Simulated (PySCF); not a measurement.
Compound: C7H4BrFO.
Numbering: `[O:1]=[C:2]([F:3])[c:4]1[cH:5][cH:6][c:7]([Br:8])[cH:9][cH:10]1` (hydrogens: H11 on C5; H12 on C6; H13 on C9; H14 on C10)

Computed with PBE0-D3(BJ)/def2-SVP geometry optimisation, gas phase (PySCF 2.14.0).

List the bond lengths, angles and torsions at this level.

```
           bond  length (Å)     order
          O1=C2       1.186    double
          C2–F3       1.342    single
          C2–C4       1.476    single
  C4–C5, C4–C10       1.400  aromatic
  C5–C6, C9–C10       1.389  aromatic
   C6–C7, C7–C9       1.396  aromatic
         C7–Br8       1.881    single
C5–H11, C10–H14       1.091    single
 C6–H12, C9–H13       1.091    single
```

Bonds in one row agree within 0.01 Å and their mean is given. Orders are formal, as drawn. A selection of angles:
```
     angle  degrees
  O1–C2–F3    120.6
  O1–C2–C4    127.2
  F3–C2–C4    112.2
  C2–C4–C5    118.1
 C2–C4–C10    122.0
 C5–C4–C10    119.9
  C4–C5–C6    120.3
 C4–C5–H11    118.8
 C6–C5–H11    120.8
  C5–C6–C7    119.1
 C5–C6–H12    120.8
 C7–C6–H12    120.1
 C6–C7–Br8    119.4
  C6–C7–C9    121.2
C9–C10–H14    120.1
```

Torsions: O1–C2–C4–C5 -1° (synperiplanar).

The 6-membered ring C4–C5–C6–C7–C9–C10 has internal angles of 119.1° to 121.2°; it is planar, 0.00 Å rms from its mean plane, widest ring torsion 0°. The 7 C–C bonds span 1.388 Å (C5–C6, aromatic) to 1.476 Å (C2–C4, drawn single), a spread of 0.088 Å. Of the pairs four or more bonds apart, F3···H14 is among the closest relative to their van der Waals radii: 2.39 Å, 89 % of the sum of Bondi's values. The 10 heavy atoms lie in one plane (0.009 Å rms).

Not checked by PBE0-D3(BJ)/def2-SVP frequencies. One conformer, not necessarily the lowest.
